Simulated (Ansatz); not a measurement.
```yaml
crystal:
  periodic: [false, false, false]
  atoms:
    - {symbol: O, position_ang: [5.420014, 0.459501, 0.030355]}
    - {symbol: C, position_ang: [3.088040, 0.268359, -1.002954]}
    - {symbol: C, position_ang: [2.915518, 0.270260, -3.587701]}
    - {symbol: C, position_ang: [0.552459, 0.075521, -4.771510]}
    - {symbol: C, position_ang: [-1.616977, -0.124065, -3.382446]}
    - {symbol: C, position_ang: [-1.500498, -0.127649, -0.720360]}
    - {symbol: C, position_ang: [-3.701961, -0.328484, 0.774734]}
    - {symbol: C, position_ang: [-3.578147, -0.323585, 3.354349]}
    - {symbol: C, position_ang: [-1.226376, -0.110846, 4.572591]}
    - {symbol: C, position_ang: [0.943577, 0.085910, 3.181692]}
    - {symbol: C, position_ang: [0.880457, 0.078025, 0.514563]}
    - {symbol: H, position_ang: [5.301795, 0.352264, 1.837910]}
    - {symbol: H, position_ang: [4.635664, 0.419893, -4.686732]}
    - {symbol: H, position_ang: [0.465340, 0.080173, -6.818055]}
    - {symbol: H, position_ang: [-3.442747, -0.279844, -4.297605]}
    - {symbol: H, position_ang: [-5.511368, -0.487060, -0.175761]}
    - {symbol: H, position_ang: [-5.289228, -0.479444, 4.469009]}
    - {symbol: H, position_ang: [-1.134303, -0.099171, 6.618184]}
    - {symbol: H, position_ang: [2.719558, 0.261931, 4.196317]}
basis:
  gaussian: {orbitals: aug-cc-pVTZ}
hamiltonian: {xc: {name: revPBE}}
accuracy: high
```

```sh
$ ansatz run in.yaml --threads 4 --pin off --events-out ev --progress --plain --max-ram 41984MiB --backend cuda --devices 0, --max-vram 37GiB
```

Output, abridged:

```
Functional definition: revPBE
11664 factors; integrals over basis functions are off by at most 2.6e-7 eV
mean field evaluation 1: about -12443.6483 eV, gradient 8.9e1 eV
mean field evaluation 2: about -11818.8146 eV, gradient 3.0e2 eV
mean field evaluation 4: about -11761.8651 eV, gradient 3.2e2 eV
mean field evaluation 8: about -12463.8337 eV, gradient 1.5e0 eV
mean field evaluation 16: about -12463.8602 eV, gradient 7.5e-4 eV
mean field -12463.86018875 eV, -458.0384136288 hartree, gradient 2.5e-8 eV, S^2 0.000000; 10 other end points of the search recorded, 0 dependent functions left out
reference -12463.86020392 eV, -458.0384141861 hartree; 38, 38 occupied and 652, 652 virtual orbitals, 11664 factors
Total energy: -12463.86020392 eV, -458.0384141861 hartree
```

Task: What is wrong with this run?

Result: The coordinates are in bohr but typed as ångström. The run converged. The result belongs to that input, not to the molecule as meant.
